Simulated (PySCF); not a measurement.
## Potential energy of PSe along the bond

Set-up: PySCF, no relativity, basis sets P def2-TZVPP, Se def2-TZVPP. Energies in eV from P + Se in their ground configurations at the same level. State: ²Π (doublet), unpaired electrons π ↑.

All columns are PBE. A positive dipole means P(−)Se(+).

```
R (Å)  E (eV)  μ (D)  Mulliken charge on P (basis-dependent)  HOMO (eV)  LUMO (eV)  Mayer bond order  ⟨S²⟩
1.751  -2.329   0.38                                   -0.05      -3.80      -3.69              2.45  0.75
1.832  -3.357   0.25                                    0.00      -4.02      -3.93              2.43  0.75
1.914  -3.941   0.10                                    0.03      -4.24      -4.15              2.41  0.75
1.975  -4.167  -0.01                                    0.05      -4.40      -4.31              2.40  0.75
2.036  -4.256  -0.12                                    0.06      -4.54      -4.46              2.39  0.75
2.097  -4.241  -0.23                                    0.07      -4.68      -4.60              2.38  0.75
2.179  -4.102  -0.38                                    0.08      -4.86      -4.78              2.37  0.76
2.280  -3.800  -0.56                                    0.09      -5.05      -4.99              2.35  0.76
2.402  -3.333  -0.77                                    0.10      -5.25      -5.21              2.28  0.81
2.565  -2.681  -0.96                                    0.11      -5.41      -5.33              1.94  1.11
```

A fit through these points gives, at Re = 2.056 Å, μ = -0.15 D and dμ/dR = -1.85 D/Å; the reduced mass is 22.32 u.

Question: How strong is the fundamental in the double-harmonic approximation, I = 42.26·(dμ/dR)²/μred km/mol?

Answer: I = 42.26·(-1.85)²/22.32 = 6.48 km/mol at PBE.

⟨S²⟩ of the unrestricted solution departs from its pure value on part of the curve, where spin states mix. Spin–orbit coupling is left out. The state is the lowest determinant that a PBE0 search found; another state may lie lower at other levels.
